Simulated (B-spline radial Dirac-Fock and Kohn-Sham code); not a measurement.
# Kohn-Sham estimates against Dirac-Fock for the levels of F²⁺

System: the F²⁺ ion in the configuration [He] 2s2 2p3.

The density-functional columns are spherical, spin-unpolarised Dirac-Kohn-Sham results without Breit or QED terms: −ε is minus the orbital energy of the initial state and ΔSCF the difference of two total energies. The reference in the last column comes from multi-electron Dirac-Fock with separately optimised hole states, Breit and Lamb-shift corrections added in first order. All numbers are from a radial atomic solver, in eV; a selection of levels is shown.

| level | PBE −ε | PBE ΔSCF | LDA −ε | LDA ΔSCF | Dirac-Fock |
| --- | --- | --- | --- | --- | --- |
| K | 710.2 | 762.1 | 705.7 | 757.3 | 752.0 |
| L1 | 67.99 | 79.15 | 67.62 | 78.76 | 78.40 |
| L2,3 | 49.00 | 60.64 | 49.13 | 60.75 | 59.29 |

Problem. Order the estimates of the K (1s) level by their distance from the Dirac-Fock value, nearest first.
A. PBE ΔSCF
B. PBE −ε
C. LDA −ε
D. LDA ΔSCF

Solution. D (5.3 eV), A (10.1 eV), B (41.8 eV), C (46.3 eV).

For the outermost level NIST gives 62.70798 eV (semi-empirical); the differences from it are PBE −ε -13.71, PBE ΔSCF -2.07, LDA −ε -13.58, LDA ΔSCF -1.96, Dirac-Fock -3.42 eV. The computed values are configuration averages and the table refers to the lowest terms.
